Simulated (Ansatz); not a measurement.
H$_{5}$NOSiZn (`O[SiH2][NH][ZnH]`), relaxed with RKS PBE0-D4/def2-TZVP in Ansatz from a PBE-D4/def2-SVP geometry. The force threshold is 0.005 eV/Å; the program also tests the step.

Total charge 0; spin multiplicity 1.

Start:

```xyz
9

O    -1.246    0.378   -0.130
Si   -0.076   -0.710   -0.791
N     1.134   -0.368    0.358
Zn    0.411    1.006    1.416
H    -1.772    0.904   -0.759
H    -0.605   -2.123   -0.826
H     0.121   -0.272   -2.227
H     1.941   -0.958    0.564
H     0.093    2.142    2.395
```

```csv
step,energy (eV),largest force (eV/Å),largest move (Å)
1,-59905.8104,0.899,0.000
2,-59905.8521,0.519,0.027
3,-59905.8691,0.114,0.033
4,-59905.8744,0.242,0.067
5,-59905.8799,0.076,0.053
6,-59905.8809,0.041,0.026
7,-59905.8816,0.023,0.031
8,-59905.8817,0.030,0.016
9,-59905.8819,0.008,0.007
10,-59905.8819,0.002,0.004
```

End:

```xyz
9

O    -1.310    0.361   -0.235
Si   -0.109   -0.668   -0.783
N     1.076   -0.334    0.369
Zn    0.533    1.019    1.504
H    -1.881    0.777   -0.881
H    -0.583   -2.081   -0.803
H     0.191   -0.284   -2.195
H     1.869   -0.929    0.537
H     0.214    2.140    2.486
```

It took 35 s on 4 threads of an Arm Neoverse V1 on a shared host, with 0.49 GiB of host memory at the peak.
